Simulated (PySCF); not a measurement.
Gas-phase reaction: 3 BF3 + O3 → B3O3F3 + 3 F2

Method: PySCF energies (xtb for GFN2) plus ideal-gas RRHO corrections (1 bar). The comparison is the NASA 1993 polynomial table, which mixes measured and estimated data. After a fit of one offset per element over all species, the range-separated, M06-2X, PBE0/def2-QZVP and CCSD(T)/def2-TZVPP enthalpies, where run, lie to one side of the table for O3 (+19 kJ/mol), B3O3F3 (-22 kJ/mol): a fault of the table's entry, another state or a shared error of the levels is possible; this was not checked at source. † marks an energy on the PBE0/def2-TZVP geometry and frequencies; other levels use their own. MP2 freezes the core. 6-31G* has spherical d functions here. All species are closed-shell singlets. B3LYP is the form with VWN-RPA correlation. MP2 isn't extrapolated to the basis-set limit. Strong static correlation: O3. The table's entry may be an old estimate for B3O3F3 (not checked at source).

| level | ΔH°(298 K), kJ |
|---|---|
| table | 900.0 |
| B3LYP/6-31G* | (withheld) |
| B3LYP/def2-TZVP† | (withheld) |
| GFN2-xTB | (withheld) |
| HF/6-31G* | (withheld) |
| M06-2X/def2-TZVP† | 861.5 |
| MP2/def2-SVP† | 962.1 |
| MP2/def2-TZVPP† | 975.5 |
| r2SCAN/def2-TZVP† | 886.4 |
| ωB97X-V/def2-TZVP† | 846.8 |

### Question
Some entries are withheld; supply them.

### Answer

- B3LYP/6-31G*, ΔH°(298 K), kJ: 842.1
- B3LYP/def2-TZVP†, ΔH°(298 K), kJ: 877.0
- GFN2-xTB, ΔH°(298 K), kJ: 445.9
- HF/6-31G*, ΔH°(298 K), kJ: 825.7
